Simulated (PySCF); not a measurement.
## Ionisation energy of Er⁴²⁺ by level of theory

Er⁴²⁺ [Ar] 3d8 (3F) → Er⁴³⁺ [Ar] 3d7 (4F), as a difference of total energies. All numbers are calculated (PySCF 2.14, the spin-free X2C one-electron Hamiltonian (Gaussian nucleus), in an even-tempered Gaussian basis (18 s from 8.4 bohr⁻², ratio 2.5; 13 p from 11 bohr⁻², ratio 2.5; 8 d from 11 bohr⁻², ratio 2.5; 4 f from 45 bohr⁻², ratio 2.7; 3 g from 68 bohr⁻², ratio 2.7)). Correlated levels: outer shells: [Ne] frozen; virtual orbitals above 40 to 60 times the deepest correlated orbital energy dropped. The calculations carry no spin-orbit coupling.

```json
{"method": "UHF", "ionisation energy (eV)": "3398.5"}
{"method": "LDA", "ionisation energy (eV)": "3398.9"}
{"method": "PBE", "ionisation energy (eV)": "3398.8"}
{"method": "PBE0", "ionisation energy (eV)": "3399.3"}
{"method": "r2SCAN", "ionisation energy (eV)": "3400.6"}
{"method": "M06-2X", "ionisation energy (eV)": "3401.4"}
{"method": "B2PLYP", "ionisation energy (eV)": "3399.5"}
{"method": "MP2 (outer shells)", "ionisation energy (eV)": "3400.0"}
{"method": "SCS-MP2 (outer shells)", "ionisation energy (eV)": "3400.0"}
```

Spin-orbit coupling is strong in these open shells (close to jj coupling). The scalar numbers leave it out and a first-order estimate fails, so it can dominate the gap to the real levels.

Breit and QED terms and the two-electron picture change are absent.

For comparison: 3381 ± 4 eV (theoretical estimate listed by NIST; NIST Atomic Spectra Database, ionization energies).
